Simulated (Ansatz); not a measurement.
Total energies of Ga₁₃Sb₁₄H₃₄⁺, a nanocrystal cut from wurtzite GaSb (hydrogen-capped) from Ansatz at PBE0-D4/def2-SVP, gas phase (1 Eh = 27.2114 eV = 2625.5 kJ/mol). The reference geometry is relaxed at PBE-D4/def2-SVP.

Cartesian coordinates in Å:
```
Sb 2.873 2.968 2.451
Ga 0.207 3.466 2.710
Sb -0.595 1.745 4.600
Sb 2.365 -1.257 3.991
Ga -0.318 -0.903 4.299
Sb 2.711 3.692 -1.447
Ga 3.825 1.866 0.187
Ga 0.040 4.210 -1.293
Sb -0.934 2.563 0.516
Ga -3.630 3.118 0.718
Sb 2.398 -0.347 -0.163
Ga 3.349 -2.070 1.621
Ga -0.250 0.040 0.018
Sb -1.410 -1.376 1.950
Sb -4.610 0.673 0.314
Ga -4.135 -1.081 2.264
Sb 1.753 -4.231 1.444
Ga -0.947 -3.955 1.685
Sb -0.935 3.269 -3.604
Sb 2.020 0.292 -4.349
Ga 3.179 -1.302 -2.516
Ga -0.674 0.694 -4.296
Sb -1.581 -0.607 -2.194
Ga -4.319 -0.267 -2.163
Sb 1.571 -3.407 -2.996
Ga -1.135 -3.102 -2.908
Sb -1.879 -4.521 -0.761
H 3.722 4.444 2.655
H 3.580 2.159 3.789
H 0.054 4.974 3.140
H -0.151 2.265 6.172
H -2.282 1.994 4.728
H 3.328 0.040 4.568
H 2.894 -2.410 5.144
H -0.754 -1.722 5.573
H 3.564 5.155 -1.175
H 3.296 3.427 -3.038
H 5.394 1.778 0.106
H -0.124 5.769 -1.141
H -3.751 3.571 2.228
H -3.852 4.064 -0.530
H 4.891 -2.388 1.620
H -6.309 0.920 0.431
H -4.222 -0.418 3.697
H -4.657 -2.530 1.906
H 2.294 -5.316 2.657
H 2.259 -5.177 0.106
H -1.424 -4.978 2.784
H -0.607 4.325 -4.915
H -2.623 3.524 -3.503
H 2.954 1.724 -4.499
H 2.437 -0.364 -5.878
H 4.711 -1.574 -2.752
H -1.220 0.379 -5.740
H -4.513 0.860 -3.256
H -4.827 -1.758 -2.302
H 2.167 -4.758 -2.123
H 2.000 -3.985 -4.552
H -1.712 -3.671 -4.259
H -3.570 -4.289 -0.649
H -1.885 -6.207 -1.074
```

```tsv
state	geometry	energy (Eh)
charge 1 singlet	reference	-28401.19281
charge 2 doublet	reference	-28400.84086
charge 0 doublet	reference	-28401.34276
```

In the def2 sets Sb takes a core potential; there is no spin–orbit coupling. Single mean-field runs in def2-SVP are fitted with def2-universal-jkfit.

**Question.** Work out the vertical ionisation energy to the doublet.

**Answer.** E(charge 2 doublet) − E(charge 1 singlet) = -28400.84086 − (-28401.19281) = 0.35195 Eh = 9.58 eV. For comparison, −ε of the highest occupied level is 8.58 eV at this level, 1.00 eV less.

**Question.** Work out the vertical electron affinity, to the doublet.

**Answer.** E(charge 1 singlet) − E(charge 0 doublet) = -28401.19281 − (-28401.34276) = 0.14995 Eh = 4.08 eV.

**Question.** Give the fundamental gap IE − EA, the Mulliken electronegativity (IE + EA)/2 and the hardness (IE − EA)/2.

**Answer.** From the values in Eh: IE − EA = 0.35195 − 0.14995 = 0.20200 Eh = 5.50 eV; (IE + EA)/2 = 6.83 eV; (IE − EA)/2 = 2.75 eV. The HOMO–LUMO gap of the same run is 3.75 eV, 1.75 eV smaller than the fundamental gap.
